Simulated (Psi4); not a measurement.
Psi4 input (wB97X-D/6-31G*):

```
memory 1500 MB

molecule {
-1 1
N     1.14827100    1.16898700    0.71238200
Si    0.07455900    0.10678000    0.06097500
N    -0.74058000   -1.09763300    1.09830800
N     0.94354500   -0.80440200   -1.18941600
O    -1.34153600    0.64740800   -0.73703800
H     0.76285100    1.87469700    1.33250900
H    -1.74848800   -1.00208900    1.10196200
H    -0.40826600   -1.05551600    2.05246700
H     0.76989000   -1.80051000   -1.14671700
H     1.93863400   -0.64505600   -1.09345300
H    -1.08481000    1.08562400   -1.55302900
symmetry c1
no_reorient
no_com
}

set {
  basis 6-31G*
  reference rks
  scf_type pk
  dft_radial_points 99
  dft_spherical_points 590
  e_convergence 1e-8
  d_convergence 1e-7
  maxiter 150
}

e = energy('wb97x-d')
print_out(f'\nFINAL {e:.10f} DIPOLE {variable("CURRENT DIPOLE")[0]:.6f} {variable("CURRENT DIPOLE")[1]:.6f} {variable("CURRENT DIPOLE")[2]:.6f}\n')
```

Output:

```
   => Loading Basis Set <=

    Name: 6-31G*
    Role: ORBITAL
    Keyword: BASIS
    atoms 1, 3-4 entry N          line   128 file 6-31gs.gbs
    atoms 2      entry SI         line   268 file 6-31gs.gbs
    atoms 5      entry O          line   145 file 6-31gs.gbs
    atoms 6-11   entry H          line    44 file 6-31gs.gbs

   => WB97X-D: Empirical Dispersion <=

    Chai and Head-Gordon Dispersion Correction
    Chai, J.-D.; Head-Gordon, M. (2010), J. Chem. Phys., 132: 6615-6620

        s6 =       1.000000

         ---------------------------------------------------------
                                   SCF
               by Justin Turney, Rob Parrish, Andy Simmonett
                          and Daniel G. A. Smith
                              RKS Reference
         ---------------------------------------------------------

  ==> Geometry <==

    Molecular point group: c1
    Full point group: C1

    Geometry (in Angstrom), charge = -1, multiplicity = 1:

       Center              X                  Y                   Z               Mass
    ------------   -----------------  -----------------  -----------------  -----------------
         N            1.148271000000     1.168987000000     0.712382000000    14.003074004430
         SI           0.074559000000     0.106780000000     0.060975000000    27.976926534650
         N           -0.740580000000    -1.097633000000     1.098308000000    14.003074004430
         N            0.943545000000    -0.804402000000    -1.189416000000    14.003074004430
         O           -1.341536000000     0.647408000000    -0.737038000000    15.994914619570
         H            0.762851000000     1.874697000000     1.332509000000     1.007825032230
         H           -1.748488000000    -1.002089000000     1.101962000000     1.007825032230
         H           -0.408266000000    -1.055516000000     2.052467000000     1.007825032230
         H            0.769890000000    -1.800510000000    -1.146717000000     1.007825032230
         H            1.938634000000    -0.645056000000    -1.093453000000     1.007825032230
         H           -1.084810000000     1.085624000000    -1.553029000000     1.007825032230

  Running in c1 symmetry.

  Rotational constants: A =      0.13474  B =      0.12111  C =      0.11663 [cm^-1]
  Rotational constants: A =   4039.36371  B =   3630.80327  C =   3496.52923 [MHz]
  Nuclear repulsion =  249.885934750356682

  Charge       = -1
  Multiplicity = 1
  Electrons    = 50
  Nalpha       = 25
  Nbeta        = 25

  ==> Algorithm <==

  SCF Algorithm Type is PK.
  DIIS enabled.
  MOM disabled.
  Fractional occupation disabled.
  Guess Type is SAD.
  Energy threshold   = 1.00e-08
  Density threshold  = 1.00e-07
  Integral threshold = 1.00e-12

  ==> Primary Basis <==

  Basis Set: 6-31G*
    Blend: 6-31G*
    Number of shells: 44
    Number of basis functions: 91
    Number of Cartesian functions: 91
    Spherical Harmonics?: false
    Max angular momentum: 2

  ==> DFT Potential <==

   => LibXC <=

    Version 7.1.2
    S. Lehtola, C. Steigemann, M. J. T. Oliveira, and M. A. L. Marques,  SoftwareX 7, 1–5 (2018) (10.1016/j.softx.2017.11.002)

   => Composite Functional: WB97X-D <=

    wB97X-D Hyb-GGA Exchange-Correlation Functional

    J.-D. Chai and M. Head-Gordon,  Phys. Chem. Chem. Phys. 10, 6615–6620 (2008) (10.1039/B810189B)

    Deriv               =              1
    GGA                 =           TRUE
    Meta                =          FALSE

    Exchange Hybrid     =           TRUE
    MP2 Hybrid          =          FALSE

   => Exchange-Correlation Functionals <=

    1.0000   wB97X-D range-separated functional

   => Exact (HF) Exchange <=

    0.7780            HF,LR [omega = 0.2000]
    0.2220               HF

   => LibXC Density Thresholds  <==

    XC_HYB_GGA_XC_WB97X_D:  1.00E-14

   => Molecular Quadrature <=

    Radial Scheme          =       TREUTLER
    Pruning Scheme         =           NONE
    Nuclear Scheme         =       TREUTLER

    Blocking Scheme        =         OCTREE
    BS radius alpha        =              1
    Pruning alpha          =              1
    Radial Points          =             99
    Spherical Points       =            590
    Total Points           =         608047
    Total Blocks           =           4287
    Max Points             =            256
    Max Functions          =             89
    Weights Tolerance      =       1.00E-15

  ==> Integral Setup <==

  Using in-core PK algorithm.
   Calculation information:
      Number of atoms:                  11
      Number of AO shells:              44
      Number of primitives:            111
      Number of atomic orbitals:        91
      Number of basis functions:        91

      Integral cutoff                 1.00e-12
      Number of threads:                 1

  Performing in-core PK
  Using 26290173 doubles for integral storage.
  We computed 457012 shell quartets total.
  Whereas there are 490545 unique shell quartets.

  Computing range-separated integrals for PK
  We computed 457012 wK shell quartets total.
  Whereas there are 490545 wK unique shell quartets.

  ==> DiskJK: Disk-Based J/K Matrices <==

    J tasked:                  Yes
    K tasked:                  Yes
    wK tasked:                 Yes
    Omega:               2.000E-01
    Schwarz Cutoff:          1E-12


  Cached 33.3% of DFT collocation blocks in 0.422 [GiB].

  Minimum eigenvalue in the overlap matrix is 8.5886384464E-03.
  Reciprocal condition number of the overlap matrix is 1.3317933149E-03.
    Using symmetric orthogonalization.

  ==> Pre-Iterations <==

  SCF Guess: Superposition of Atomic Densities via on-the-fly atomic UHF (no occupation information).

   -------------------------
    Irrep   Nso     Nmo
   -------------------------
     A         91      91
   -------------------------
    Total      91      91
   -------------------------

  ==> Iterations <==

                        Total Energy        Delta E     RMS |[F,P]|

   @RKS iter SAD:  -531.47933852491815   -5.31479e+02   0.00000e+00
   @RKS iter   1:  -531.93513949130966   -4.55801e-01   1.34025e-02 ADIIS/DIIS
   @RKS iter   2:  -531.97026184239201   -3.51224e-02   1.31146e-02 ADIIS/DIIS
   @RKS iter   3:  -532.57513473879976   -6.04873e-01   1.09882e-03 ADIIS/DIIS
   @RKS iter   4:  -532.57878694117653   -3.65220e-03   5.51702e-04 ADIIS/DIIS
   @RKS iter   5:  -532.57988398680538   -1.09705e-03   8.37711e-05 DIIS
   @RKS iter   6:  -532.57991122725161   -2.72404e-05   3.59976e-05 DIIS
   @RKS iter   7:  -532.57991618252447   -4.95527e-06   1.31223e-05 DIIS
   @RKS iter   8:  -532.57991687555386   -6.93029e-07   2.38567e-06 DIIS
   @RKS iter   9:  -532.57991694192742   -6.63736e-08   5.05585e-07 DIIS
   @RKS iter  10:  -532.57991694594955   -4.02213e-09   1.54769e-07 DIIS
   @RKS iter  11:  -532.57991694619170   -2.42153e-10   9.84670e-08 DIIS
  Energy and wave function converged.

  ==> Post-Iterations <==

   Electrons on quadrature grid:
      Ntotal   =   49.9999992849 ; deviation = -7.151e-07

    Orbital Energies [Eh]
    ---------------------

    Doubly Occupied:

       1A    -66.072357     2A    -19.051346     3A    -14.223092
       4A    -14.215379     5A    -14.132446     6A     -5.175553
       7A     -3.522155     8A     -3.521311     9A     -3.518639
      10A     -0.878438    11A     -0.742645    12A     -0.724413
      13A     -0.617206    14A     -0.409779    15A     -0.368287
      16A     -0.361109    17A     -0.330168    18A     -0.271807
      19A     -0.243179    20A     -0.233748    21A     -0.189025
      22A     -0.160470    23A     -0.132775    24A     -0.081525
      25A     -0.054348

    Virtual:

      26A      0.318526    27A      0.365211    28A      0.371031
      29A      0.394970    30A      0.411627    31A      0.427113
      32A      0.433852    33A      0.475106    34A      0.484683
      35A      0.531604    36A      0.587765    37A      0.630271
      38A      0.648145    39A      0.718386    40A      0.835607
      41A      0.891060    42A      0.948054    43A      0.971724
      44A      1.005180    45A      1.086289    46A      1.095130
      47A      1.158262    48A      1.163303    49A      1.190904
      50A      1.206547    51A      1.217377    52A      1.223106
      53A      1.236149    54A      1.247882    55A      1.256457
      56A      1.273940    57A      1.306198    58A      1.308982
      59A      1.335329    60A      1.365366    61A      1.437307
      62A      1.472275    63A      1.516145    64A      1.549033
      65A      1.580396    66A      1.714969    67A      1.984530
      68A      2.013321    69A      2.022003    70A      2.055124
      71A      2.086519    72A      2.132138    73A      2.211398
      74A      2.218379    75A      2.277298    76A      2.376816
      77A      2.383976    78A      2.421938    79A      2.557312
      80A      2.656402    81A      2.689956    82A      2.727818
      83A      2.747102    84A      2.760765    85A      2.862279
      86A      2.907329    87A      3.361824    88A      3.965564
      89A      4.020342    90A      4.041462    91A      4.100756

    Final Occupation by Irrep:
              A
    DOCC [    25 ]
    NA   [    25 ]
    NB   [    25 ]

  @RKS Final Energy:  -532.57991694619170

   => Energetics <=

    Nuclear Repulsion Energy =            249.8859347503566823
    One-Electron Energy =               -1241.0471868585725588
    Two-Electron Energy =                 495.8591755754678161
    DFT Exchange-Correlation Energy =     -37.2743293134050688
    Empirical Dispersion Energy =          -0.0035111000386259
    VV10 Nonlocal Energy =                  0.0000000000000000
    Total Energy =                       -532.5799169461917018

Computation Completed

Properties will be evaluated at   0.000000,   0.000000,   0.000000 [a0]

Properties computed using the SCF density matrix

 Multipole Moments:

 ------------------------------------------------------------------------------------
     Multipole            Electronic (a.u.)      Nuclear  (a.u.)        Total (a.u.)
 ------------------------------------------------------------------------------------

 L = 1.  Multiply by 2.5417464519 to convert [e a0] to [Debye]
 Dipole X            :         -0.8566047            0.0000019           -0.8566028
 Dipole Y            :         -0.6663066           -0.0000038           -0.6663104
 Dipole Z            :         -0.0648559            0.0000057           -0.0648502
 Magnitude           :                                                    1.0871722

 ------------------------------------------------------------------------------------

FINAL -532.5799169462 DIPOLE -0.856603 -0.666310 -0.064850

*** Psi4 exiting successfully. Buy a developer a beer!
```

The dipole moment of an ion depends on the origin.

The geometry given is a B3LYP-D3(BJ)/def2-TZVP minimum.
